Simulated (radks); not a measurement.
All-electron atom: the rhenium ion Re5+ in [Xe] 4f14 5d2.

All-electron calculation, Dirac Kohn-Sham, PBE, spin-unpolarised, spherical densities, finite nucleus; open shells are shared between the two j in proportion to 2j + 1; Fermi nuclear charge, rms radius 5.3698 fm. Program: a radial shooting solver on a logarithmic mesh with Libxc functionals.

Energy parts (eV):
| part | energy |
|---|---|
| total | -454692.51 |
| kinetic | 513945.96 |
| electron-nucleus | -1133044.07 |
| Hartree | 173412.48 |
| exchange-correlation | -9006.88 |

Orbitals (lengths in bohr, moments of r in powers of bohr; r(90%) holds 90 % of the orbital's charge):
| orbital | occ. | eigenvalue (eV) | r(90%) | <r^2> | small-component weight |
|---|---|---|---|---|---|
| 1s1/2 | 2 | -71593.58 | 0.0329 | 0.0004481 | 8.02e-02 |
| 2s1/2 | 2 | -12455.66 | 0.118 | 0.006819 | 1.82e-02 |
| 2p1/2 | 2 | -11923.50 | 0.104 | 0.004859 | 1.83e-02 |
| 2p3/2 | 4 | -10483.88 | 0.115 | 0.006057 | 1.65e-02 |
| 3s1/2 | 2 | -2930.352 | 0.290 | 0.04448 | 6.01e-03 |
| 3p1/2 | 2 | -2692.224 | 0.281 | 0.04075 | 5.96e-03 |
| 3p3/2 | 4 | -2379.567 | 0.302 | 0.04730 | 5.43e-03 |
| 3d3/2 | 4 | -1978.761 | 0.275 | 0.03659 | 5.32e-03 |
| 3d5/2 | 6 | -1910.884 | 0.281 | 0.03838 | 5.17e-03 |
| 4s1/2 | 2 | -659.6411 | 0.633 | 0.2193 | 1.99e-03 |
| 4p1/2 | 2 | -560.1737 | 0.647 | 0.2256 | 1.90e-03 |
| 4p3/2 | 4 | -487.2411 | 0.695 | 0.2604 | 1.70e-03 |
| 4d3/2 | 4 | -323.7337 | 0.739 | 0.2821 | 1.50e-03 |
| 4d5/2 | 6 | -310.2547 | 0.756 | 0.2950 | 1.45e-03 |
| 5s1/2 | 2 | -144.7897 | 1.46 | 1.175 | 4.68e-04 |
| 5p1/2 | 2 | -114.1094 | 1.60 | 1.388 | 3.97e-04 |
| 4f5/2 | 6 | -104.3583 | 0.939 | 0.4051 | 1.06e-03 |
| 5p3/2 | 4 | -102.4546 | 1.73 | 1.613 | 3.46e-04 |
| 4f7/2 | 8 | -101.8331 | 0.954 | 0.4173 | 1.03e-03 |
| 5d3/2 | 0.8 | -60.3386 | 2.24 | 2.607 | 2.15e-04 |
| 5d5/2 | 1.2 | -58.9664 | 2.29 | 2.721 | 2.07e-04 |

The highest occupied level is 5d5/2 at -58.966 eV. The density falls to 0.001 e/bohr^3 at r = 2.96 bohr.
